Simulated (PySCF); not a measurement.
Geometry:
```json
{"atom": "C1", "x (Å)": "3.739", "y (Å)": "-0.318", "z (Å)": "0.482"}
{"atom": "C2", "x (Å)": "2.641", "y (Å)": "0.275", "z (Å)": "-0.394"}
{"atom": "C3", "x (Å)": "1.376", "y (Å)": "0.603", "z (Å)": "0.389"}
{"atom": "C4", "x (Å)": "0.329", "y (Å)": "1.310", "z (Å)": "-0.501"}
{"atom": "Si5", "x (Å)": "-0.706", "y (Å)": "-0.280", "z (Å)": "-0.575"}
{"atom": "N6", "x (Å)": "-2.325", "y (Å)": "-0.106", "z (Å)": "-0.020"}
{"atom": "C7", "x (Å)": "-3.011", "y (Å)": "-1.242", "z (Å)": "0.543"}
{"atom": "C8", "x (Å)": "-3.221", "y (Å)": "0.794", "z (Å)": "-0.704"}
{"atom": "C9", "x (Å)": "0.576", "y (Å)": "-0.661", "z (Å)": "0.775"}
{"atom": "H10", "x (Å)": "4.618", "y (Å)": "-0.554", "z (Å)": "-0.115"}
{"atom": "H11", "x (Å)": "3.399", "y (Å)": "-1.230", "z (Å)": "0.967"}
{"atom": "H12", "x (Å)": "4.031", "y (Å)": "0.390", "z (Å)": "1.255"}
{"atom": "H13", "x (Å)": "3.018", "y (Å)": "1.190", "z (Å)": "-0.859"}
{"atom": "H14", "x (Å)": "2.388", "y (Å)": "-0.424", "z (Å)": "-1.194"}
{"atom": "H15", "x (Å)": "1.651", "y (Å)": "1.203", "z (Å)": "1.260"}
{"atom": "H16", "x (Å)": "0.746", "y (Å)": "1.696", "z (Å)": "-1.428"}
{"atom": "H17", "x (Å)": "-0.145", "y (Å)": "2.141", "z (Å)": "0.017"}
{"atom": "H18", "x (Å)": "-0.528", "y (Å)": "-1.061", "z (Å)": "-1.815"}
{"atom": "H19", "x (Å)": "-3.487", "y (Å)": "-1.858", "z (Å)": "-0.230"}
{"atom": "H20", "x (Å)": "-2.303", "y (Å)": "-1.859", "z (Å)": "1.088"}
{"atom": "H21", "x (Å)": "-3.788", "y (Å)": "-0.900", "z (Å)": "1.231"}
{"atom": "H22", "x (Å)": "-3.993", "y (Å)": "1.139", "z (Å)": "-0.012"}
{"atom": "H23", "x (Å)": "-3.715", "y (Å)": "0.312", "z (Å)": "-1.556"}
{"atom": "H24", "x (Å)": "-2.662", "y (Å)": "1.651", "z (Å)": "-1.069"}
{"atom": "H25", "x (Å)": "0.202", "y (Å)": "-0.609", "z (Å)": "1.795"}
{"atom": "H26", "x (Å)": "1.150", "y (Å)": "-1.579", "z (Å)": "0.682"}
```

Rapidly exchanging positions averaged, relativity neglected, isolated molecule, one computed conformer. Shielding tensors at PBE0/pcSseg-1 (GIAO); GFN2-xTB structure; PySCF.

Scale: 13C (σ = 186.93 ppm) vs TMS (reference shieldings calculated alike).

Task: Do the 13C shifts follow the atomic charges (in e)? Tabulate both.

Result: 
| atoms | hybridisation | δ (ppm) | σ para (ppm) | Hirshfeld | IAO | Mulliken | ESP-fitted |
| --- | --- | --- | --- | --- | --- | --- | --- |
| C7/C8 | sp3 | 39.0 | -96 | -0.07 | -0.30 | -0.08 | -0.43 |
| C2 | sp3 | 38.9 | -101 | -0.06 | -0.24 | -0.22 | +0.01 |
| C3 | sp3 | 32.8 | -100 | -0.02 | -0.09 | -0.32 | +0.34 |
| C4/C9 | sp3 | 22.0 | -92 | -0.17 | -0.56 | -0.46 | -0.72 |
| C1 | sp3 | 14.7 | -73 | -0.12 | -0.42 | -0.25 | -0.31 |

Correlation coefficients of δ with charge over these carbons: Hirshfeld +0.68, IAO +0.64, Mulliken +0.56, ESP-fitted +0.40; with the paramagnetic shielding -0.88. With so few points these coefficients are fragile. Charge is one influence among several: hybridisation and low-lying excitations act through the paramagnetic term.

Shifts are as computed. Against solution values, carbons near 30 ppm lie about +3 ppm off and those near 130 ppm about +5 ppm. Of 1309 compounds with measured shifts, 239 miss one by over three times the rms of a fit or turn the order of signals round; such compounds aren't used in these exercises.
